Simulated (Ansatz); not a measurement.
Wavefunction ladder for `[OH][In-]([OH])([OH])[OH+][SiH3]`

Cartesian coordinates in Å:
```
O 2.719 0.254 -0.112
In 0.883 0.915 0.234
O -0.157 -0.552 1.253
O 0.257 2.783 0.385
O -0.596 -0.051 -1.037
Si -1.415 -1.320 -0.152
H 3.348 0.951 -0.312
H 0.355 -1.241 1.682
H 0.974 3.412 0.486
H -0.935 0.095 -1.922
H -2.507 -0.922 0.766
H -0.717 -2.608 0.113
H -2.209 -1.716 -1.384
```

Total charge 0; spin multiplicity 1. Correlated methods include outer-core shells of In, which these sets cover unevenly. In takes the def2 core potential. The structure was optimised at the PBE0-D4/def2-TZVP level. It is one conformer, not always the lowest. Frozen core, restricted reference, the Gaussian-basis code of Ansatz.

```tsv
basis	HF (Eh)	MP2 corr.
def2-SVP	-781.41289	-0.96870
def2-TZVPP	-781.91841	-1.41040
def2-QZVPP	-781.94473	-1.69217
```

**Question.** Estimate the CCSD correlation energy and the (T) correction in each basis where they were run (hartree).

**Answer.** 
| basis | CCSD corr. | (T) |
| --- | --- | --- |
| def2-SVP | -1.00778 | -0.02290 |
